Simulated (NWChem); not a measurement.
Molecule: C₂H₃I; SMILES C=CI

Results from NWChem. All runs use the structure optimised with PBE0/def2-SVP. def2 effective core potentials on I; no spin-orbit coupling.

Question: Taking PBE/def2-TZVPD as the yardstick, which of these has the fewest basis functions while keeping “highest occupied level (eV)” within 0.05 eV of it: PBE/def2-SVPD; PBE/def2-SVP; PBE/def2-TZVPP; PBE/def2-TZVP?

Answer: PBE/def2-SVPD.
```json
[
 {"level": "PBE/def2-SVP", "basis functions": "69", "highest occupied level (eV)": "-5.91", "relative time (rough)": "1"},
 {"level": "PBE/def2-SVPD", "basis functions": "99", "highest occupied level (eV)": "-6.04", "relative time (rough)": "2"},
 {"level": "PBE/def2-TZVP", "basis functions": "130", "highest occupied level (eV)": "-6.03", "relative time (rough)": "4"},
 {"level": "PBE/def2-TZVPP", "basis functions": "154", "highest occupied level (eV)": "-6.03", "relative time (rough)": "5"},
 {"level": "PBE/def2-TZVPD", "basis functions": "160", "highest occupied level (eV)": "-6.05", "relative time (rough)": "7"}
]
```

The yardstick is one finite set, not the basis-set limit.
